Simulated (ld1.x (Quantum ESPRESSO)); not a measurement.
# u(r) = r·R(r): atom against pseudo-atom (Hg)

Columns: radius, all-electron u(r) and pseudo u(r) of the 6s shell (level -8.45 eV) of mercury in the configuration [Xe] 4f14 5d10 6s1 6p1; Wu–Cohen, scalar-relativistic, PAW scheme, ld1.x (Quantum ESPRESSO) 7.5.

| r (bohr) | all-electron | pseudo |
| --- | --- | --- |
| 0.143 | 0.1478 | -0.0879 |
| 0.285 | -0.2028 | -0.1737 |
| 0.428 | -0.0607 | -0.2570 |
| 0.570 | 0.2264 | -0.3355 |
| 0.713 | 0.3369 | -0.4089 |
| 0.855 | 0.2694 | -0.4752 |
| 0.998 | 0.1050 | -0.5346 |
| 1.140 | -0.0855 | -0.5857 |
| 1.283 | -0.2651 | -0.6287 |
| 1.425 | -0.4138 | -0.6631 |
| 1.568 | -0.5290 | -0.6892 |
| 1.710 | -0.6107 | -0.7071 |
| 1.853 | -0.6644 | -0.7172 |
| 1.995 | -0.6941 | -0.7198 |
| 2.138 | -0.7051 | -0.7154 |
| 2.280 | -0.7015 | -0.7044 |
| 2.423 | -0.6869 | -0.6873 |
| 2.565 | -0.6644 | -0.6644 |
| 2.708 | -0.6361 | -0.6361 |
| 2.850 | -0.6042 | -0.6042 |
| 2.992 | -0.5701 | -0.5701 |
| 3.135 | -0.5346 | -0.5346 |
| 3.278 | -0.4990 | -0.4990 |
| 3.420 | -0.4640 | -0.4640 |
| 3.563 | -0.4298 | -0.4298 |
| 3.705 | -0.3971 | -0.3971 |

(1) How many radial nodes do the two functions have?

(2) At about which radius was the pseudo-wave matched?

(3) Where does each function peak?

(4) Is the pseudo-wave norm-conserving?

Answers

(1) The all-electron 6s function has n − l − 1 = 5 (the table is too coarse to show those close to the nucleus); the pseudo-wave has 0, since the states of the same l below it are removed with the core.

(2) 2.55 bohr, where the columns begin to agree (steps of 0.14 bohr).

(3) Outermost all-electron maximum near 2.14 bohr, pseudo maximum near 2.00 bohr (to the table’s step).

(4) No, it belongs to a PAW set: the norm inside the radius is not constrained, and the difference is carried by the augmentation charge.
